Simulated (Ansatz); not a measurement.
Ansatz (an electronic-structure program) input for TaOCl2, SMILES [O]=[Ta+]([Cl])[Cl], charge +1, multiplicity 1, B3LYP-D3(BJ)/def2-SVP. 

Ansatz 0.2 input:
```yaml
crystal:
  periodic: [false, false, false]
  atoms:
    - {symbol: Ta, position_ang: [0.22113436, -0.33257569, -0.00000000]}
    - {symbol: O, position_ang: [-1.14517643, -1.37707291, -0.00000000]}
    - {symbol: Cl, position_ang: [-0.20533521, 1.03807673, -1.71421245]}
    - {symbol: Cl, position_ang: [-0.20533521, 1.03807673, 1.71421246]}
basis:
  gaussian:
    orbitals: def2-SVP
hamiltonian:
  xc: b3lyp
  dispersion: d3bj
total_charge: 1
relax: {f_tol: 0.002, max_steps: 200}
```

It prints:

```
WARN ansatz: RAYON_NUM_THREADS=1 ignored (pool sized by the plan → 1); use --threads N
Functional definition: B3LYP
integrals: 0.03 GiB planned
823 factors; integrals over basis functions are off by at most 3.5e-4 eV
mean field: 0.30 GiB planned
mean field evaluation 1: about -28611.6740 eV, gradient 9.7e1 eV
mean field evaluation 2: about -28341.5327 eV, gradient 2.8e2 eV
mean field evaluation 4: about -28630.7447 eV, gradient 1.6e1 eV
mean field evaluation 8: about -28631.3293 eV, gradient 1.8e-1 eV
mean field evaluation 16: about -28631.3647 eV, gradient 1.2e-4 eV
mean field -28631.36471355 eV, -1052.1832461868 hartree, gradient 5.2e-6 eV, S^2 0.000000; 0 other end points of the search recorded, 0 dependent functions left out
the calculation of the forces begins
reference -28631.36496162 eV, -1052.1832553032 hartree; 27, 27 occupied and 55, 55 virtual orbitals, 823 factors
relax step   1: F+E_penalty+E_count = -28631.60651842 eV  Δ(F+E_penalty+E_count) = +0.000e0 eV  max|allowed force component| = 1.604e0 eV/Å  Δτ_max = 0.0000 Å  (33 SCF iters, accepted)
these checks for a lower state are left out or cut short: starts, cluster_reference, orbital_swaps, neighbouring_geometries, increment
integrals: 0.03 GiB planned
823 factors; integrals over basis functions are off by at most 2.9e-4 eV
mean field: 0.30 GiB planned
mean field -28631.41665123 eV, -1052.1851548616 hartree, gradient 2.2e-5 eV, S^2 0.000000; 0 other end points of the search recorded, 0 dependent functions left out
the calculation of the forces begins
reference -28631.41689920 eV, -1052.1851639742 hartree; 27, 27 occupied and 55, 55 virtual orbitals, 823 factors
relax step   2: F+E_penalty+E_count = -28631.65049368 eV  Δ(F+E_penalty+E_count) = -4.398e-2 eV  max|allowed force component| = 4.191e-1 eV/Å  Δτ_max = 0.1136 Å  (38 SCF iters, accepted)
these checks for a lower state are left out or cut short: starts, cluster_reference, orbital_swaps, neighbouring_geometries, increment
integrals: 0.03 GiB planned
823 factors; integrals over basis functions are off by at most 3.0e-4 eV
mean field: 0.30 GiB planned
mean field evaluation 32: about -28631.4239 eV, gradient 2.3e-1 eV
mean field -28631.42448262 eV, -1052.1854426596 hartree, gradient 7.5e-6 eV, S^2 0.000000; 0 other end points of the search recorded, 0 dependent functions left out
the calculation of the forces begins
reference -28631.42473058 eV, -1052.1854517721 hartree; 27, 27 occupied and 55, 55 virtual orbitals, 823 factors
relax step   3: F+E_penalty+E_count = -28631.66033190 eV  Δ(F+E_penalty+E_count) = -9.838e-3 eV  max|allowed force component| = 3.660e-1 eV/Å  Δτ_max = 0.0300 Å  (34 SCF iters, accepted)
these checks for a lower state are left out or cut short: starts, cluster_reference, orbital_swaps, neighbouring_geometries, increment
integrals: 0.03 GiB planned
823 factors; integrals over basis functions are off by at most 2.9e-4 eV
mean field: 0.30 GiB planned
mean field -28631.42293745 eV, -1052.1853858757 hartree, gradient 1.6e-5 eV, S^2 0.000000; 0 other end points of the search recorded, 0 dependent functions left out
the calculation of the forces begins
reference -28631.42318539 eV, -1052.1853949873 hartree; 27, 27 occupied and 55, 55 virtual orbitals, 823 factors
relax step   4: F+E_penalty+E_count = -28631.65842801 eV  Δ(F+E_penalty+E_count) = +1.904e-3 eV  max|allowed force component| = 2.571e-1 eV/Å  Δτ_max = 0.0129 Å  (33 SCF iters, rejected (line search))
these checks for a lower state are left out or cut short: starts, cluster_reference, orbital_swaps, neighbouring_geometries, increment
integrals: 0.03 GiB planned
823 factors; integrals over basis functions are off by at most 2.9e-4 eV
mean field: 0.30 GiB planned
mean field -28631.42660336 eV, -1052.1855205954 hartree, gradient 6.6e-6 eV, S^2 0.000000; 0 other end points of the search recorded, 0 dependent functions left out
the calculation of the forces begins
reference -28631.42685125 eV, -1052.1855297053 hartree; 27, 27 occupied and 55, 55 virtual orbitals, 823 factors
relax step   5: F+E_penalty+E_count = -28631.66266704 eV  Δ(F+E_penalty+E_count) = -2.335e-3 eV  max|allowed force component| = 1.752e-1 eV/Å  Δτ_max = 0.0062 Å  (35 SCF iters, accepted)
these checks for a lower state are left out or cut short: starts, cluster_reference, orbital_swaps, neighbouring_geometries, increment
integrals: 0.03 GiB planned
823 factors; integrals over basis functions are off by at most 2.9e-4 eV
mean field: 0.30 GiB planned
mean field -28631.42732965 eV, -1052.1855472862 hartree, gradient 7.1e-6 eV, S^2 0.000000; 0 other end points of the search recorded, 0 dependent functions left out
the calculation of the forces begins
reference -28631.42757744 eV, -1052.1855563921 hartree; 27, 27 occupied and 55, 55 virtual orbitals, 823 factors
relax step   6: F+E_penalty+E_count = -28631.66402248 eV  Δ(F+E_penalty+E_count) = -1.355e-3 eV  max|allowed force component| = 7.862e-3 eV/Å  Δτ_max = 0.0140 Å  (35 SCF iters, accepted)
these checks for a lower state are left out or cut short: starts, cluster_reference, orbital_swaps, neighbouring_geometries, increment
integrals: 0.03 GiB planned
823 factors; integrals over basis functions are off by at most 2.9e-4 eV
mean field: 0.30 GiB planned
mean field evaluation 64: about -28631.4273 eV, gradient 2.1e-5 eV
mean field -28631.42734154 eV, -1052.1855477230 hartree, gradient 3.7e-5 eV, S^2 0.000000; 0 other end points of the search recorded, 0 dependent functions left out
the calculation of the forces begins
reference -28631.42758932 eV, -1052.1855568289 hartree; 27, 27 occupied and 55, 55 virtual orbitals, 823 factors
relax step   7: F+E_penalty+E_count = -28631.66402419 eV  Δ(F+E_penalty+E_count) = -1.712e-6 eV  max|allowed force component| = 2.769e-4 eV/Å  Δτ_max = 0.0004 Å  (24 SCF iters, accepted)
integrals: 0.03 GiB planned
823 factors; integrals over basis functions are off by at most 2.9e-4 eV
mean field: 0.30 GiB planned
mean field -28631.42734154 eV, -1052.1855477230 hartree, gradient 3.7e-5 eV, S^2 0.000000; 1 other end points of the search recorded, 0 dependent functions left out
the calculation of the forces begins
reference -28631.42758932 eV, -1052.1855568289 hartree; 27, 27 occupied and 55, 55 virtual orbitals, 823 factors
Total energy: -28631.66427198 eV, -1052.1942547560 hartree
Atom 0 at     0.172113    -0.283245     0.000000 Å, force     0.000215     0.000166    -0.000000 eV/Å
Atom 1 at    -1.123174    -1.369536    -0.000000 Å, force    -0.000185    -0.000121     0.000000 eV/Å
Atom 2 at    -0.191826     1.009643    -1.797210 Å, force    -0.000015    -0.000022    -0.000277 eV/Å
Atom 3 at    -0.191826     1.009643     1.797210 Å, force    -0.000015    -0.000022     0.000277 eV/Å
Dipole moment:     0.908916    -0.190842    -0.000000 e Å
```

Self-consistency was reached.
